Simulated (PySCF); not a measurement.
# Stretching NaBe

Set-up: PySCF, no relativity, basis sets Na def2-TZVP, Be def2-TZVP. Energies in eV from Na + Be in their ground configurations at the same level. State: ²Σ⁺ (doublet), unpaired electrons σ ↑.

All columns are PBE0. A positive dipole means Na(−)Be(+).

```csv
R (Å),E (eV),μ (D),Mulliken charge on Na (basis-dependent),HOMO (eV),LUMO (eV),Mayer bond order,⟨S²⟩
2.503,-0.216,-2.86,0.14,-3.52,-1.32,0.80,0.77
2.620,-0.297,-2.86,0.12,-3.54,-1.37,0.76,0.77
2.736,-0.341,-2.83,0.11,-3.56,-1.42,0.72,0.77
2.824,-0.356,-2.79,0.10,-3.57,-1.45,0.68,0.77
2.911,-0.360,-2.74,0.10,-3.58,-1.48,0.64,0.78
2.998,-0.355,-2.68,0.10,-3.59,-1.51,0.61,0.78
3.115,-0.339,-2.59,0.10,-3.61,-1.55,0.56,0.78
3.260,-0.310,-2.46,0.09,-3.62,-1.59,0.49,0.78
3.435,-0.269,-2.28,0.09,-3.64,-1.62,0.42,0.77
3.668,-0.214,-2.02,0.08,-3.65,-1.65,0.34,0.77
```

A fit through these points gives, at Re = 2.901 Å, μ = -2.75 D and dμ/dR = 0.603 D/Å; the reduced mass is 6.474 u.

**Question.** How strong is the fundamental in the double-harmonic approximation, I = 42.26·(dμ/dR)²/μred km/mol?

**Answer.** I = 42.26·(0.603)²/6.474 = 2.37 km/mol at PBE0.

The bond is weak. Basis-set superposition, not corrected here, can be much of De in a small basis, most of all at correlated wavefunction levels. Functionals without a dispersion term scatter widely for such bonds, and LDA overbinds them. The state was picked by a PBE0 search and need not be the measured ground state.
